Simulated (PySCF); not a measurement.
PySCF job for AlCl, SMILES [Al][Cl] (connectivity only; charge and spin as stated), neutral, multiplicity 1, TDDFT-B3LYP/def2-TZVPD. Geometry optimised at PBE0-D3(BJ)/def2-TZVPD.

```python
import numpy as np
from pyscf import gto, scf, dft, tdscf

mol = gto.M(
    atom='''
    Al    0.00000000    0.00000000   -1.21662830
    Cl    0.00000000    0.00000000    0.93036282
    ''',
    basis='def2-TZVPD',
    charge=0,
    spin=0,
    symmetry=True,
    symmetry_subgroup='C2v',
    max_memory=1600,
    verbose=4,
)
mf = dft.RKS(mol, xc='b3lyp').density_fit(auxbasis='def2-universal-jkfit')
mf.grids.level = 3
mf.conv_tol = 1e-9
mf.max_cycle = 100
mf.kernel()
mf.grids = dft.Grids(mol).set(level=1).build(with_non0tab=True)  # coarser grid for the response kernel
td = tdscf.TDDFT(mf)
td.singlet = True
td.nstates = 10
td.conv_tol = 1e-4
td.positive_eig_threshold = 1e-6
td.kernel(x0=td.get_init_guess(mf, 15))
td.analyze()
tt = tdscf.TDA(mf)
tt.singlet = False
tt.nstates = 4
tt.conv_tol = 1e-4
tt.positive_eig_threshold = 1e-6
tt.kernel(x0=tt.get_init_guess(mf, 9))
tt.analyze(verbose=3)
```

Output:

```
PySCF version 2.14.0

[INPUT] verbose = 4
[INPUT] num. atoms = 2
[INPUT] num. electrons = 30
[INPUT] charge = 0
[INPUT] spin (= nelec alpha-beta = 2S) = 0
[INPUT] symmetry True subgroup C2v
[INPUT] Mole.unit = angstrom
[INPUT] Symbol           X                Y                Z      unit          X                Y                Z       unit  Magmom
[INPUT]  1 Al     0.000000000000   0.000000000000  -1.216628300000 AA    0.000000000000   0.000000000000  -2.299094282395 Bohr   0.0
[INPUT]  2 Cl     0.000000000000   0.000000000000   0.930362820000 AA    0.000000000000   0.000000000000   1.758130926278 Bohr   0.0

nuclear repulsion = 54.4707253439036
point group symmetry = Coov, use subgroup C2v
symmetry origin: [0.00000000e+00 0.00000000e+00 2.51963475e-09]
symmetry axis x: [1. 0. 0.]
symmetry axis y: [0. 1. 0.]
symmetry axis z: [0. 0. 1.]
num. orbitals of irrep A1 = 39
num. orbitals of irrep A2 = 8
num. orbitals of irrep B1 = 21
num. orbitals of irrep B2 = 21
number of shells = 31
number of NR pGTOs = 141
number of NR cGTOs = 89
basis = def2-TZVPD
ecp = {}


[settings echo left out]
init E= -702.716951782465
HOMO (A1) = -0.237454893321434  LUMO (B1) = -0.0663590454769434  gap/eV = 4.65576
cycle= 1 E= -702.712017046975  delta_E= 0.00493  |g|= 0.301  |ddm|= 0.915
HOMO (A1) = -0.245291966383121  LUMO (B1) = -0.07832209616077  gap/eV = 4.54348
cycle= 2 E= -702.671954895664  delta_E= 0.0401  |g|= 0.496  |ddm|= 0.787
HOMO (A1) = -0.252245626325603  LUMO (B2) = -0.0680656618271218  gap/eV = 5.01179
cycle= 3 E= -702.742341519386  delta_E= -0.0704  |g|= 0.0273  |ddm|= 0.436
HOMO (A1) = -0.253158471717217  LUMO (B2) = -0.0684969762598211  gap/eV = 5.02490
cycle= 4 E= -702.74243177251  delta_E= -9.03e-05  |g|= 0.011  |ddm|= 0.0208
HOMO (A1) = -0.252263361205056  LUMO (B1) = -0.0675015249812461  gap/eV = 5.02763
cycle= 5 E= -702.742465750456  delta_E= -3.4e-05  |g|= 0.00239  |ddm|= 0.0116
HOMO (A1) = -0.252413230329026  LUMO (B2) = -0.0676172176078396  gap/eV = 5.02856
cycle= 6 E= -702.742467041662  delta_E= -1.29e-06  |g|= 0.00047  |ddm|= 0.00233
HOMO (A1) = -0.25240037615449  LUMO (B2) = -0.0676136166738033  gap/eV = 5.02830
cycle= 7 E= -702.742467084792  delta_E= -4.31e-08  |g|= 5.95e-05  |ddm|= 0.00056
HOMO (A1) = -0.252408616110344  LUMO (B2) = -0.0676221706647766  gap/eV = 5.02830
cycle= 8 E= -702.742467085888  delta_E= -1.1e-09  |g|= 4.86e-06  |ddm|= 0.000114
HOMO (A1) = -0.252407410174232  LUMO (B1) = -0.0676214029042992  gap/eV = 5.02828
cycle= 9 E= -702.742467085892  delta_E= -4.09e-12  |g|= 4.73e-07  |ddm|= 9.7e-06
HOMO (A1) = -0.252407614067312  LUMO (B2) = -0.0676215667589659  gap/eV = 5.02828
Extra cycle  E= -702.74246708589  delta_E= 1.82e-12  |g|= 4.72e-07  |ddm|= 1.53e-06
converged SCF energy = -702.74246708589
tot grids = 12672
Overwritten attributes  positive_eig_threshold  of <class 'pyscf.tdscf.rks.TDDFT'>


******** <class 'pyscf.tdscf.rks.TDDFT'> for <class 'pyscf.df.df_jk.DFSymAdaptedRKS'> ********
nstates = 10 singlet
deg_eia_thresh = 1.000e-03
wfnsym = None
conv_tol = 0.0001
eigh lindep = 1e-12
eigh level_shift = 0
eigh max_cycle = 100


Excitation energies (eV)
[4.67250474 4.67250474 5.96869413 6.01756827 6.01756978 6.24854098
 6.61282418 6.91386564 7.44143847 7.44144862]

** Singlet excitation energies and oscillator strengths **
Excited State   1:   B1      4.67250 eV    265.35 nm  f=0.1804
      15 -> 16       -0.70202
Excited State   2:   B2      4.67250 eV    265.35 nm  f=0.1804
      15 -> 17       -0.70202
Excited State   3:   A2      5.96869 eV    207.72 nm  f=0.0000
      13 -> 17       -0.49889
      14 -> 16        0.49889
Excited State   4:   A1      6.01757 eV    206.04 nm  f=0.0000
      13 -> 16        0.49905
      14 -> 17       -0.49905
Excited State   5:   A2      6.01757 eV    206.04 nm  f=0.0000
      13 -> 17        0.49905
      14 -> 16        0.49905
Excited State   6:   A1      6.24854 eV    198.42 nm  f=0.1753
      13 -> 16       -0.25568
      14 -> 17       -0.25568
      15 -> 18       -0.60326
Excited State   7:   A1      6.61282 eV    187.49 nm  f=0.0787
      15 -> 18        0.11857
      15 -> 19        0.68721
Excited State   8:   A1      6.91387 eV    179.33 nm  f=0.5770
      13 -> 16        0.40725
      14 -> 17        0.40725
      15 -> 18       -0.33189
      15 -> 19        0.14293
      15 -> 27        0.12215
Excited State   9:   A2      7.44144 eV    166.61 nm  f=0.0000
      15 -> 23        0.70641
Excited State  10:   A1      7.44145 eV    166.61 nm  f=0.0000
      15 -> 24        0.70641

** Transition electric dipole moments (AU) **
state          X           Y           Z        Dip. S.      Osc.
  1        -1.2553      0.0000      0.0000      1.5758      0.1804
  2        -0.0000     -1.2553      0.0000      1.5758      0.1804
  3         0.0000     -0.0000      0.0000      0.0000      0.0000
  4        -0.0000     -0.0000      0.0000      0.0000      0.0000
  5        -0.0000      0.0000      0.0000      0.0000      0.0000
  6         0.0000     -0.0000     -1.0700      1.1449      0.1753
  7        -0.0000     -0.0000     -0.6968      0.4855      0.0787
  8        -0.0000      0.0000     -1.8457      3.4066      0.5770
  9        -0.0000      0.0000     -0.0000      0.0000      0.0000
 10         0.0000     -0.0000      0.0000      0.0000      0.0000

** Transition velocity dipole moments (imaginary part, AU) **
state          X           Y           Z        Dip. S.      Osc.
  1        -0.2132     -0.0000     -0.0000      0.0455      0.1765
  2         0.0000     -0.2132     -0.0000      0.0455      0.1765
  3         0.0000     -0.0000     -0.0000      0.0000      0.0000
  4        -0.0000     -0.0000     -0.0000      0.0000      0.0000
  5        -0.0000      0.0000      0.0000      0.0000      0.0000
  6         0.0000     -0.0000     -0.2437      0.0594      0.1724
  7         0.0000      0.0000     -0.1665      0.0277      0.0760
  8         0.0000      0.0000     -0.4680      0.2190      0.5746
  9        -0.0000      0.0000      0.0000      0.0000      0.0000
 10        -0.0000     -0.0000     -0.0000      0.0000      0.0000

** Transition magnetic dipole moments (imaginary part, AU) **
state          X           Y           Z
  1         0.0000     -1.6539     -0.0000
  2         1.6539     -0.0000      0.0000
  3        -0.0000      0.0000     -0.0000
  4        -0.0000      0.0000      0.0000
  5        -0.0000      0.0000      0.0000
  6        -0.0000     -0.0000      0.0000
  7         0.0000     -0.0000      0.0000
  8         0.0000      0.0000      0.0000
  9        -0.0000      0.0000     -0.0000
 10        -0.0000      0.0000     -0.0000
Overwritten attributes  positive_eig_threshold  of <class 'pyscf.tdscf.rks.TDA'>


******** <class 'pyscf.tdscf.rks.TDA'> for <class 'pyscf.df.df_jk.DFSymAdaptedRKS'> ********
nstates = 4 triplet
deg_eia_thresh = 1.000e-03
wfnsym = None
conv_tol = 0.0001
eigh lindep = 1e-12
eigh level_shift = 0
eigh max_cycle = 100


Excitation energies (eV)
[2.96999274 2.96999274 5.24292279 5.67845736]

** Triplet excitation energies and oscillator strengths **
Excited State   1:   B2      2.96999 eV    417.46 nm  f=0.0000
Excited State   2:   B1      2.96999 eV    417.46 nm  f=0.0000
Excited State   3:   A1      5.24292 eV    236.48 nm  f=0.0000
Excited State   4:   A1      5.67846 eV    218.34 nm  f=0.0000
```

The calculation finished and met its thresholds.
